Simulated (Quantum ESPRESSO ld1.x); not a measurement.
Results of a calculation; reference values are marked as such.
Question: All-electron atom: Lu II in [Xe] 4f14 6s1 6f1 (not the ground configuration). Level of theory: Dirac Kohn-Sham, PBE, spin-unpolarised, spherical densities, point nucleus; open shells are shared between the two j in proportion to 2j + 1 (ld1.x of Quantum ESPRESSO 7.5). Some entries of the table are withheld. Estimate them.

| orbital | occ. | eigenvalue (hartree) | <r^2> (bohr^2) |
|---|---|---|---|
| 1s1/2 | 2 | -2321.80 | 0.0005120 |
| 2s1/2 | 2 | -395.423 | 0.007859 |
| 2p1/2 | 2 | -377.399 | 0.005641 |
| 2p3/2 | 4 | -336.328 | 0.006850 |
| 3s1/2 | 2 | -90.0247 | 0.05157 |
| 3p1/2 | 2 | -82.0615 | 0.04753 |
| 3p3/2 | 4 | -73.3008 | 0.05423 |
| 3d3/2 | 4 | -59.8037 | 0.04236 |
| 3d5/2 | 6 | -57.8912 | 0.04421 |
| 4s1/2 | 2 | -18.3553 | 0.2581 |
| 4p1/2 | 2 | -15.1143 | 0.2681 |
| 4p3/2 | 4 | -13.1218 | 0.3052 |
| 4d3/2 | 4 | -7.79876 | 0.3401 |
| 4d5/2 | 6 | -7.43514 | 0.3546 |
| 5s1/2 | 2 | (1) | 1.537 |
| 5p1/2 | 2 | -1.88490 | 1.934 |
| 5p3/2 | 4 | -1.62740 | 2.265 |
| 4f5/2 | 6 | -0.92677 | 0.6662 |
| 4f7/2 | 8 | -0.87069 | 0.6978 |
| 6s1/2 | 1 | -0.55959 | 10.66 |
| 6f5/2 | 0.428571 | (2) | 225.7 |
| 6f7/2 | 0.571429 | (3) | 225.9 |

Answer: 
(1) 5s1/2 eigenvalue (hartree): -2.78435
(2) 6f5/2 eigenvalue (hartree): -0.06829
(3) 6f7/2 eigenvalue (hartree): -0.06821
